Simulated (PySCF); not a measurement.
**Checking a proposed structure**

A compound C$_{7}$H$_{10}$Cl$_{2}$ gives the data below (simulated from a calculation) and was assigned the structure `ClC=C1CCC(Cl)CC1`.

¹³C{¹H} NMR (computed): δ 148.3 (C), 133.6 (CH), 82.1 (CH), 38.1 (CH2), 35.4 (CH2), 25.6 (CH), 24.5 (CH3).

¹H NMR (600 MHz, computed): δ 6.15 (d, 1H), 5.79 (d, 1H), 3.01 (m, 1H), 2.97 (m, 1H), 2.40 (m, 1H), 2.33 (m, 1H), 2.25 (m, 1H), 1.18 (d, 3H).

[PySCF 2.14.0 with density-fitted response routines: structure optimised with GFN2-xTB; PBE0/pcSseg-1 with gauge-including orbitals; non-relativistic; no solvent; one computed conformer; one averaged value for each set of equivalent atoms]

References, each an isolated molecule treated in the same way: ¹H and ¹³C against TMS.

(1) Compare with the shifts computed for the proposed structure, pairing carbons in order of shift.

(2) Which isomer fits?

Answers

(1) Structure with atom numbers: `[Cl:1][CH:2]=[C:3]1[CH2:4][CH2:5][CH:6]([Cl:7])[CH2:8][CH2:9]1`. Each H is labelled by its parent atom.

```
atom  computed for proposal  given list  difference
  C3                  149.6       148.3        +1.3
  C2                  121.5       133.6       -12.1
  C6                   64.1        82.1       -18.0
  C8                   40.1        38.1        +2.0
  C5                   38.6        35.4        +3.2
  C9                   31.8        25.6        +6.2
  C4                   26.1        24.5        +1.6
```

The rms difference is 8.7 ppm and the largest -18.0 ppm at C6 (sp3 CH bonded to Cl). The carbon types in order of shift don't match either: C, CH, CH, CH2, CH2, CH2, CH2 for the proposal against C, CH, CH, CH2, CH2, CH, CH3 in the data. The proposal doesn't fit.

(2) `CC1CC(=CC(Cl)Cl)C1`.

Carbon types of the structure: 1 × C, 3 × CH, 2 × CH2, 1 × CH3, which accounts for all hydrogens. δC 148.3: fully substituted alkene carbon; the olefinic region. δC 133.6: alkene CH; as expected for a trigonal carbon in a double bond. δC 82.1: allylic sp3 CH bonded to 2 Cl; 2 electronegative neighbours deshield it. δH 6.15: hydrogen on an allylic sp3 CH bonded to 2 Cl; its carbon carries Cl, which withdraws density.

The shifts were computed for this structure.

Carbons that carry Cl, above all several Cl atoms, come out too deshielded, partly because spin–orbit coupling is missing. Shifts are as computed. Against solution values, carbons near 30 ppm lie about +3 ppm off and those near 130 ppm about +5 ppm; carbons on Cl a further +6 ppm. Of 1211 compounds with measured shifts, 218 miss one by over three times the rms of a fit or turn the order of signals round; such compounds aren't used in these exercises. Multiplicities follow the n + 1 count of equivalent neighbours, as no J values were calculated; m marks all less simple cases, F and P coupling included.
